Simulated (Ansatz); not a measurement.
A nudged elastic band was laid between two geometries of GaH10N3Si (15 atoms, charge 0, multiplicity 1).

All numbers below come from RHF/def2-SVP (Ansatz 0.2.0).

```
movable images  : 5
climbing image  : yes
spring          : 5.0 eV/Å²
optimiser       : quadratic models (default)
start path      : through a guess of the saddle point
force threshold : 0.05 eV/Å
iteration limit : 60
end points      : relaxed
```

Image 0:

```xyz
15
Properties=species:S:1:pos:R:3
Ga -0.038 0.068 -0.040
H -0.590 -0.731 1.211
N 1.745 -0.130 -0.557
H 2.334 -0.780 -0.069
H 1.979 -0.164 -1.532
N -1.214 0.571 -1.411
H -2.162 0.241 -1.388
H -0.898 0.548 -2.363
N 0.166 2.093 0.829
H 1.148 2.250 0.652
Si -0.888 3.324 0.068
H -2.294 2.921 0.210
H -0.703 4.596 0.818
H -0.449 3.546 -1.317
H 0.053 2.041 1.830
```

Image 6:

```xyz
15
Properties=species:S:1:pos:R:3
Ga 0.227 0.620 -0.927
H -0.212 0.670 3.367
N 1.682 -0.468 -0.861
H 1.724 -1.380 -1.270
H 2.537 -0.246 -0.393
N -1.279 0.115 -1.804
H -1.391 -0.763 -2.269
H -2.108 0.669 -1.871
N 0.311 2.256 -0.076
H 1.182 2.431 0.393
Si -0.809 3.567 -0.022
H -2.048 3.152 -0.724
H -1.168 3.952 1.368
H -0.297 4.798 -0.681
H -0.163 1.023 2.710
```

(1) What changes between the two ends?

(2) Give the energies along the band, and the barrier.

(3) What is the geometry of the highest image?

The band took 42 iterations and of the order of 23 core-minutes.

Answers

(1) Bonds broken: Ga1–H2, N9–H15. Bonds formed: H2–H15. GaH10N3Si becomes GaH8N3Si + H2.

(2) The forces met the threshold. The highest image is number 3 of 0 to 6, 49.9 kcal/mol above the first end and 40.4 kcal/mol above the last; the last end lies 9.5 kcal/mol above the first. The profile has 2 maxima (images 1, 3) with wells between them (image 2): this band takes more than one step, which may be the mechanism or a detour left from its start path. Neighbouring images differ by up to 2.1 eV, so the band resolves the path poorly. A vibrational analysis at the climbing image gives 2 clearly imaginary modes (1863i, 56i cm⁻¹): a point of higher order, so a lower path passes nearby. The orbitals stay closed-shell, which can raise the energy where a bond breaks towards radicals; this wasn't checked here.

| image | path coordinate (Å) | energy (kcal/mol) | Ga1–H2 (Å) | N9–H15 (Å) | H2–H15 (Å) |
| --- | --- | --- | --- | --- | --- |
| 0 | 0.00 | 0.0 | 1.58 | 1.01 | 2.91 |
| 1 | 3.33 | 2.9 | 1.58 | 1.01 | 2.98 |
| 2 | 6.66 | 0.7 | 1.58 | 1.01 | 2.81 |
| 3 | 9.98 | 49.9 | 1.89 | 1.36 | 1.02 |
| 4 | 11.76 | 15.0 | 2.94 | 2.64 | 0.75 |
| 5 | 13.54 | 10.4 | 3.35 | 2.97 | 0.75 |
| 6 | 15.31 | 9.5 | 4.32 | 3.08 | 0.75 |

(3) 
```xyz
15
Properties=species:S:1:pos:R:3
Ga 0.113 0.369 -0.400
H -0.303 0.158 1.427
N 1.758 -0.236 -0.928
H 1.871 -1.184 -1.235
H 2.609 0.090 -0.513
N -1.414 -0.078 -1.295
H -1.449 -0.155 -2.293
H -2.334 0.038 -0.918
N 0.232 2.180 0.472
H 1.186 2.415 0.702
Si -0.766 3.600 0.217
H -1.932 3.226 -0.612
H -1.260 4.154 1.501
H 0.009 4.662 -0.469
H -0.134 1.156 1.285
```

The run took 6.2 min on 4 threads of Arm Neoverse V1, with other jobs on the host, peak memory 0.43 GiB.
